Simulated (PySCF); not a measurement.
**The Re–S bond energy of ReS₃**

Computed with PySCF, B3LYP, basis Re def2-SVP with ECP60, S def2-SVP (scalar-relativistic core potentials, no spin–orbit coupling, density fitting).

Each entry is the lowest minimum that a search over a few typed start shapes (and spin states, where more than one is plausible) found, or that minimum re-optimised at the stated level; isomers with ligand–ligand bonds, or fragments after loss of a ligand pair, can lie lower.

Total energies (Eh), which compare only within these settings: S atom -397.99516.

```
species  2S+1  group       E (Eh)  ZPE (kJ/mol)
   ReS₂     4    C2v   -874.48869           7.0
   ReS₃     2    C3v  -1272.65653          12.3
```

Problem. What are De and D0 for ReS₃ → ReS₂ + S?

Solution. De = [(-874.48869) + (-397.99516) − (-1272.65653)] × 2625.5 = 453 kJ/mol. The zero-point energy changes by -5.2 kJ/mol, so D0 = 448 kJ/mol.

Atoms and open shells are unrestricted, without spin–orbit or basis-set superposition corrections.

One determinant describes each species, so states of open d or f shells may be missed.

Spin–orbit coupling can matter for elements this heavy.
